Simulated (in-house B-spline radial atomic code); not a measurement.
**The technetium ion Tc⁶⁺: [Kr] 4d1**

Computed with a B-spline radial code for spherical atoms: Dirac-Kohn-Sham OLYP, spherical fractional occupations, Fermi nucleus of rms radius 4.41117 fm.

Effective charges: Z_r = [3n² - l(l+1)]/(2<r>) from the radius, Z_e = n√(-2ε) from the energy, and Slater's rules. Values are occupation-weighted means over j. An effective charge above Z reflects the relativistic contraction of the inner shells.

```tsv
shell	electrons	ε (eV)	<r> (bohr)	Z_r	Z_e	Slater
1s	2	-20942	0.03429	43.75	39.23	42.70
2s	2	-3064.8	0.1492	40.20	30.02	38.85
2p	6	-2754.5	0.1302	38.40	28.46	38.85
3s	2	-604.79	0.4145	32.57	20.00	31.75
3p	6	-502.6	0.4152	30.11	18.23	31.75
3d	10	-336.61	0.3972	26.43	14.92	21.85
4s	2	-153.97	1.022	23.48	13.46	15.25
4p	6	-124.54	1.104	20.84	12.10	15.25
4d	1	-80.557	1.319	15.92	9.73	7.00
```

The least bound orbital is 4d5/2 at -80.37 eV, and it is also the most diffuse (<r> = 1.322 bohr).

Spin-orbit splittings of the orbital energies (j = l + 1/2 above j = l - 1/2 when positive): 2p 118.2 eV, 3p 19.86 eV, 3d 3.839 eV, 4p 3.339 eV, 4d 0.4753 eV.

For the 1s electron the small component carries 2.46 % of the norm, the zero-frequency Breit interaction raises the level by 41.77 eV, self-energy by 22.92 eV, and vacuum polarisation lowers it by 2.693 eV.

The density falls to 0.001 bohr⁻³ at 2.646 bohr; Σ<r²> = 16.315 bohr² gives, by the non-relativistic formula and without the paramagnetism of open shells, a Langevin diamagnetic susceptibility of -12.92×10⁻⁶ cm³/mol.
